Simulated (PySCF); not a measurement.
# Spin-rotation constants: `C[C@@H]([GeH3])OC(F)(F)F`, C3H7F3GeO

Geometry:
| atom | x (Å) | y (Å) | z (Å) |
| --- | --- | --- | --- |
| C1 | -0.968 | 1.222 | -1.149 |
| C2 | -0.117 | 0.651 | -0.029 |
| Ge3 | -1.036 | -0.882 | 0.874 |
| O4 | 1.162 | 0.293 | -0.628 |
| C5 | 1.882 | -0.521 | 0.082 |
| F6 | 1.412 | -1.802 | 0.088 |
| F7 | 1.963 | -0.201 | 1.389 |
| F8 | 3.122 | -0.590 | -0.381 |
| H9 | -1.906 | 1.589 | -0.737 |
| H10 | -0.448 | 2.040 | -1.641 |
| H11 | -1.180 | 0.452 | -1.887 |
| H12 | 0.093 | 1.439 | 0.706 |
| H13 | -0.337 | -1.382 | 2.091 |
| H14 | -2.359 | -0.317 | 1.298 |
| H15 | -1.288 | -1.983 | -0.099 |

The calculation used GIAO PBE/pcSseg-1 magnetisability, rotational g tensor and spin-rotation constants, non-relativistic, gas phase (PySCF). Geometry: GFN2-xTB.

The calculation is non-relativistic, which matters for the atoms heavier than Zn.

(1) Give the nuclear spin-rotation constants along the inertial axes (H = +C I·J) beside the isotropic shieldings.

(2) How do the rotational constants and the g tensor change when H9, H10, H11, H12, H13, H14, H15 are replaced by deuterium?

## Answers

(1) Rotational constants 2.2154, 1.0086, 0.8101 GHz. A star marks the isotopologue with that one atom substituted, in its own axes.
```tsv
atom	isotope	Caa (kHz)	Cbb (kHz)	Ccc (kHz)	mean (kHz)	σ (ppm)
F6	19F	3.980	1.425	0.967	2.124	214.9
F7	19F	3.694	1.534	0.872	2.034	222.8
F8	19F	2.022	1.731	1.209	1.654	231.2
H9	1H	0.006	-0.109	-0.078	-0.060	30.2
H10	1H	-0.157	-0.007	-0.090	-0.085	29.7
H11	1H	-0.251	-0.110	0.022	-0.113	30.0
H12	1H	-0.238	-0.096	0.048	-0.095	26.9
H13	1H	-0.172	-0.001	-0.055	-0.076	27.3
H14	1H	0.034	-0.093	-0.068	-0.042	28.2
H15	1H	-0.214	-0.095	0.028	-0.094	27.8
C1	13C*	0.333	0.147	0.131	0.204	160.7
C2	13C*	0.397	0.274	0.208	0.293	106.2
Ge3	73Ge*	-0.607	-0.257	-0.229	-0.364	1490.8
O4	17O*	-0.384	-0.144	-0.133	-0.220	200.8
C5	13C*	0.715	0.316	0.265	0.432	46.5
```
For the geometry as given, no vibrational averaging.

(2) Constants 1.9302, 0.9624, 0.7566 GHz; g -0.0151, -0.0102, -0.0079, against -0.0171, -0.0106, -0.0083 before.
